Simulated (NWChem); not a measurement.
A series in which one site is exchanged, each optimised at PBE0/def2-SVP with NWChem, gas phase unless a solvent is named. This build's default masses of Se (78.918 u) and Br (79.917 u) are each other's, which moves their modes by up to 0.6 %. For some, no frequency run checked for a minimum. def2 effective core potentials on I; no spin-orbit coupling.

A: [F][Be][CH3] (CH$_{3}$BeF; site = F)
B: [CH3][Be][Br] (CH₃BeBr; site = Br)
C: [BeH][CH3] (CH$_{4}$Be; site = H)
D: [CH3][Be][I] (CH3BeI; site = I)

```tsv
quantity	A	B	C	D
dipole (D), PBE0/def2-SVP	1.41	1.12	…	1.05
orbital gap (eV), PBE0/def2-SVP	9.18	8.67	…	7.55
static polarisability, B3LYP/def2-SVPD (bohr³)	28.1	50.3	…	64.5
lowest singlet excitation, B3LYP/def2-SVPD, TDA (eV)	7.59	6.91	…	5.90
```

**Question.** Some entries are withheld; supply them.

**Answer.** 
- dipole (D), PBE0/def2-SVP, C: 0.65
- orbital gap (eV), PBE0/def2-SVP, C: 8.23
- static polarisability, B3LYP/def2-SVPD (bohr³), C: 31.7
- lowest singlet excitation, B3LYP/def2-SVPD, TDA (eV), C: 6.41
